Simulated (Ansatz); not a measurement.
`[CH3][AlH][CH]1CC1` and `C#CC1CC1` differ in one atom or group.

Ansatz, PBE0-D4/def2-TZVP geometries, multiplicity 1. Each molecule was computed in one conformer, which needn't be the lowest.

```json
{"property": "HOMO energy (B3LYP/def2-TZVPP) / eV", "`[CH3][AlH][CH]1CC1`": "-7.22"}
{"property": "LUMO energy (PBE/def2-TZVPP) / eV", "`[CH3][AlH][CH]1CC1`": "-1.58"}
{"property": "LUMO energy (PBE0/def2-TZVPP) / eV", "`[CH3][AlH][CH]1CC1`": "-0.80"}
{"property": "HOMO–LUMO gap (PBE0/def2-TZVPP) / eV", "`[CH3][AlH][CH]1CC1`": "6.63"}
{"property": "LUMO energy (ωB97M-V/def2-TZVPP) / eV", "`[CH3][AlH][CH]1CC1`": "0.72"}
{"property": "size of the dipole moment (B3LYP/def2-TZVPP) / D", "`[CH3][AlH][CH]1CC1`": "0.70"}
```

Question: What does the change do to each property? (An estimate is asked.)

Answer: The calculation gave: 
```json
{"property": "HOMO energy (B3LYP/def2-TZVPP) / eV", "`C#CC1CC1`": "-6.97", "shift": "0.25"}
{"property": "LUMO energy (PBE/def2-TZVPP) / eV", "`C#CC1CC1`": "-0.07", "shift": "1.51"}
{"property": "LUMO energy (PBE0/def2-TZVPP) / eV", "`C#CC1CC1`": "0.90", "shift": "1.70"}
{"property": "HOMO–LUMO gap (PBE0/def2-TZVPP) / eV", "`C#CC1CC1`": "8.09", "shift": "1.46"}
{"property": "LUMO energy (ωB97M-V/def2-TZVPP) / eV", "`C#CC1CC1`": "2.70", "shift": "1.98"}
{"property": "size of the dipole moment (B3LYP/def2-TZVPP) / D", "`C#CC1CC1`": "0.99", "shift": "0.29"}
```

With PBE0 the HOMO rises by 0.23 eV and the LUMO rises by 1.70 eV, so the gap widens by about 1.47 eV. PBE moves the HOMO by 0.17 eV and ωB97M-V by 0.26 eV. Dipoles are sizes alone; their direction can turn.

B3LYP here is the variant with VWN-RPA as its local correlation; programs differ in this.
